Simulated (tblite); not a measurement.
Species: CH₅O₂Si (doublet state).
Cartesian coordinates in Å at the GFN2-xTB level; atoms count from 1:
```xyz
9
CH5O2Si angstrom
O      0.923    0.897    1.019
C      1.264    0.060    0.110
O      0.244   -0.541   -0.593
Si    -1.287   -0.102   -0.164
H      1.960    0.513   -0.651
H      1.913   -0.768    0.512
H     -1.469    1.332   -0.377
H     -2.012   -0.934   -1.115
H     -1.522   -0.451    1.235
```

Computed geometry: GFN2-xTB, gas phase. This method treats the open shell by occupation alone, without spin polarisation.

Masses are those of the commonest isotopes; rigid-rotor values at the optimised geometry. The values belong to one conformer with, in the numbering `[O:1][CH2:2][O:3][SiH3:4]`, O1–C2–O3–Si4 0°.

Give the principal moments of inertia and the rotational constants in MHz.

Ia = 37.12, Ib = 111.55, Ic = 139.82 u·Å²; 505379 MHz·u·Å²/I gives A = 13616, B = 4531, C = 3614 MHz.

What kind of rotor is it?

An asymmetric top. Ray's parameter κ = (2B − A − C)/(A − C) = -0.817; −1 is the prolate and +1 the oblate limit.

Is it planar, by Δ = Ic − Ia − Ib?

Not planar: Δ = Ic − Ia − Ib = -8.84 u·Å². For a rigid frame Δ = −2 Σ m c², so Σ m c² = 4.42 u·Å² lies off the ab plane, practically all of it from hydrogen. The atom farthest from that plane is 1.20 Å away.

Estimate the classical rotational partition function at 10 K, 50 K and 298.15 K.

Point group Cs, symmetry number σ = 1; q = (√π/σ)·√((kT/h)³/(ABC)), k/h = 20836.6 MHz/K: 357 at 10 K, 3990 at 50 K, 58100 at 298.15 K.

For this open shell read J as N, the rotation without spin; fine and hyperfine splittings come on top. Its GFN2-xTB frequencies are all real (lowest 100 cm⁻¹). No vibrational averaging or centrifugal distortion is included, and the geometry carries the error of its method.

Time: 0.2 s of wall time. Hardware: one thread of an Arm Neoverse V2, no GPU, shared host with 96 logical CPUs at a one-minute load of 83. These figures are those of the optimisation.
